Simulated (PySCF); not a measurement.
From computed data to an observable: chemical shift, span and skew from a shielding tensor

BGeH6NO2, SMILES [NH](B(O)O)[GeH3]. Atoms are numbered in the order given.

```xyz
11

Ge    -0.0032    -1.3505     0.0000
N      0.7799     0.3196     0.0000
B      0.0179     1.5198     0.0000
O     -1.3462     1.3898     0.0000
O      0.5458     2.7886     0.0000
H     -0.8619    -1.5491     1.2599
H     -0.8619    -1.5491    -1.2599
H      1.1671    -2.3541     0.0000
H      1.7910     0.3476     0.0000
H     -1.7830     2.2459     0.0000
H      1.5053     2.8097     0.0000
```

Coordinates come from a PBE0-D3(BJ)/def2-SVP optimisation. This is a generated structure with no PubChem entry under its InChIKey; it may be hypothetical. Other conformers were not sampled.

GIAO shieldings from PBE/pcSseg-1 (PySCF), non-relativistic, no solvent. The symmetric part of the tensor of N2 has the principal values 190.1, 208.7, 280.8 ppm. The same nucleus in NH3 has σ = 267.0 ppm at this level (PySCF, at its B3LYP-D3(BJ)/def2-TZVP geometry).

Q: Work out the isotropic shielding, the ¹⁵N shift against NH3, the span and the skew.

A: 
σ(iso) = (σ11 + σ22 + σ33)/3 = 226.5 ppm. δ = σ(ref) − σ(iso) = 267.0 − (226.5) = 40.5 ppm.
Span Ω = σ33 − σ11 = 90.7 ppm. Skew κ = 3(σ(iso) − σ22)/Ω = 0.59. Tumbling in solution averages the tensor to δ; in a static solid the shielding alone would spread this spin-1/2 line over Ω.
